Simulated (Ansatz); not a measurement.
Cu₃Sn₂⁺, relaxed as a singlet with RKS PBE-D4/def2-SVP in Ansatz, starting from the GFN1-xTB geometry. Force threshold 0.02 eV/Å.

In the def2 sets Sn takes a core potential; there is no spin–orbit coupling. The relaxation made no stability test and no search for a lower SCF solution. No other spin state of charge 1 was run. The structure comes from a short search, and lower isomers may exist.

Start:

Cartesian coordinates in Å:
```
Cu -1.358 -1.117 0.412
Cu 1.568 0.896 0.029
Cu 0.933 -1.391 -0.187
Sn -0.406 0.303 -1.489
Sn -0.737 1.310 1.235
```

Question: Estimate the energy that the relaxation releases and the steps that it takes.

Answer: 0.22 eV, in 6 steps; 15 s on 4 threads of Arm Neoverse V1 on a shared host. No frequencies were taken in this run, so the end may be a saddle point.

Question: Does the start keep its bonding and symmetry?

Answer: Bonds formed: Cu3–Sn5 (atoms count from 1). The end is the same structure that another start reached, the lowest one found. Point group Cs at the start, C2v at the end, both within 0.05 Å.

Question: Predict the relaxed structure.

Answer: 
```xyz
5

Cu   -1.5643   -1.1291    0.2190
Cu    1.6155    1.0583   -0.1996
Cu    0.8557   -1.1918    0.2727
Sn   -0.4246    0.2976   -1.6697
Sn   -0.4824    0.9649    1.3777
```
Bond lengths (bridged metal pairs left out): 6 × Cu–Sn 2.63 to 2.77 Å; 2 × Cu–Cu 2.42 Å; 1 × Sn–Sn 3.12 Å.
